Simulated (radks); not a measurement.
Q: All-electron atom: Nb11+ in [Ar] 3d10 4s2. Method: scalar-relativistic Kohn-Sham, LDA (Slater exchange, VWN5 correlation), spin-polarised, spherical densities, finite nucleus; Fermi nuclear charge, rms radius 4.324 fm; computed with a radial shooting solver on a logarithmic mesh with Libxc functionals. Some entries of the table are withheld. Estimate them.

| orbital | occ. | eigenvalue (hartree) | <1/r> (bohr^-1) | <r> (bohr) |
|---|---|---|---|---|
| 1s | 2 | -698.2597 | 42.35 | 0.03613 |
| 2s | 2 | -104.4398 | 9.520 | 0.1582 |
| 2p | 6 | -94.19637 | 9.274 | 0.1377 |
| 3s | 2 | -23.69870 | 3.269 | 0.4412 |
| 3p | 6 | -20.33837 | 3.115 | 0.4423 |
| 3d | 10 | -14.83597 | 2.893 | 0.4252 |
| 4s | 2 | (1) | 1.355 | 1.021 |
| 4p | 0 | -7.68728 | (2) | 1.077 |
| 5s | 0 | -4.52150 | 0.7441 | 1.872 |

A: 
(1) 4s eigenvalue (hartree): -8.74215
(2) 4p <1/r> (bohr^-1): 1.267
